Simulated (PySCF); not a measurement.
**Electric properties by functional and basis**

Species: C4H6OSi.
SMILES: `C(=C/C#C)/O[SiH3]`

PySCF, dipoles from the SCF density, polarisabilities from static response with core orbitals frozen. Isolated species at its PBE0-D3(BJ)/def2-SVP geometry (one conformer only).

The anisotropy is √(½[(α1 − α2)² + (α2 − α3)² + (α3 − α1)²]).

```csv
level,μ (D),α (Å³),anisotropy (Å³)
PBE0/def2-SVPD,1.973,12.37,8.03
CAM-B3LYP/def2-SVPD,1.987,12.26,7.80
wB97X-D/def2-SVPD,2.002,12.31,7.77
LC-wPBE/def2-SVPD,2.002,11.93,7.49
PBE0/6-31G*,2.013,9.71,8.50
PBE0/def2-SVP,2.051,10.54,8.33
PBE0/6-31+G*,2.099,11.46,8.13
PBE0/aug-cc-pVDZ,2.013,12.72,8.14
PBE0/def2-TZVP,1.958,11.83,8.19
PBE0/def2-TZVPD,1.942,12.64,8.06
```

The dipole runs from 1.94 D (PBE0/def2-TZVPD) to 2.10 D (PBE0/6-31+G*). No reference polarisability is at hand; against PBE0 in the largest diffuse basis at hand (def2-TZVPD) the other PBE0 rows deviate by 6-31G* -23%, def2-SVP -17%, 6-31+G* -9%, def2-SVPD -2%, aug-cc-pVDZ +1%, def2-TZVP -6%. In one basis (def2-SVPD) the functionals order the polarisability from LC-wPBE (lowest) to PBE0 (highest), a spread of 4%. With PBE0 the polarisability is 10.70 Å³ without diffuse functions (mean of 6-31G*, def2-SVP and def2-TZVP) and 12.30 Å³ with them (mean of 6-31+G*, def2-SVPD, aug-cc-pVDZ and def2-TZVPD).
